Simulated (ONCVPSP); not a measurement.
# Before and after: ONCV potential for cobalt

- Element: cobalt
- Generator: ONCVPSP 4.0.1
- Type: optimised norm-conserving Vanderbilt (ONCV)
- Functional: LDA (Perdew-Zunger)
- Relativity: scalar-relativistic
- Frozen core: [Ar]
- Valence charge: 9
- Reference configuration: 3d7.5 4s1.5
- Partial waves: 4s: rc 1.95 bohr, ncon 4, nbas 7, qcut 3.3 1/bohr, 1 projector; p scattering state at 0.23 Ha: rc 1.70 bohr, ncon 5, nbas 9, qcut 3.9 1/bohr, 1 projector; 3d: rc 1.40 bohr, ncon 4, nbas 8, qcut 8.7 1/bohr, 1 projector; f scattering state at 0.38 Ha: rc 1.75 bohr, ncon 4, nbas 7, qcut 7 1/bohr, 3 projectors, debl 2.1 Ha
- Local potential: polynomial inside 0.90 bohr (lpopt 4, dvloc0 0 Ha)
- Core correction: Teter function, fcfact 2.75, rcfact 1.55

Change: core correction Teter function, fcfact 5.9, rcfact 1.55.

Cutoffs: the cutoffs (Ha) at which the residual kinetic energy of the hardest occupied pseudo-wave falls to 1 and 0.1 mHa per electron; they do not see the model core or the augmentation charge, which bear on the density cutoff. Errors are all-electron minus pseudo energies relative to the spin-unpolarised reference configuration.

**Question.** How do hardness, ghosts and transferability respond?

**Answer.** The potential gets neither clearly harder nor softer (50 Ha and 119 Ha → 50 Ha and 119 Ha); both files keep a bound ghost (s); of the 4 tests that both files solve, the error grows in 2 and shrinks in 0 by more than 15 % and 0.3 meV (median size 16.0 → 26.2 meV). A model core, the more so a compact one, raises the density cutoff, which this test does not measure.

| quantity | base | changed |
| --- | --- | --- |
| cutoff, loose | 50 Ha | 50 Ha |
| cutoff, tight | 119 Ha | 119 Ha |
| bound ghosts | s | s |
| GHOST(+) flags under 300 eV | p at 8.5 eV | p at 8.5 eV |
| error for 3d7 4s2, meV [ΔE 0.98 eV] | -29 | -32 |
| error for 3d7 4s1, meV [ΔE 10.28 eV] | -12 | -17 |
| error for 3d7 4s0, meV [ΔE 27.36 eV] | -1.0 | -29 |
| error for 3d7 4s1.5, meV [ΔE 4.70 eV] | -20 | -23 |
| s: phases at 1.98 bohr within 0.05 rad from the reference energy up to (Ha; the scan ends near 5) | 1.9 | 1.9 |
| p: phases at 1.73 bohr within 0.05 rad from the reference energy up to (Ha; the scan ends near 5) | 0.3 | 0.3 |
| d: phases at 1.42 bohr within 0.05 rad from the reference energy up to (Ha; the scan ends near 5) | 1.4 | 1.4 |
| f: phases at 1.78 bohr within 0.05 rad from the reference energy up to (Ha; the scan ends near 5) | to the end of the scan | to the end of the scan |
| rms error of d²Exc/dni dnj with the model core, mHa | 3.41 | 0.40 |

 A true bound ghost makes a file unfit for plane-wave use even where its test errors are small: the radial tests pick states by their node count and pass the ghost by.
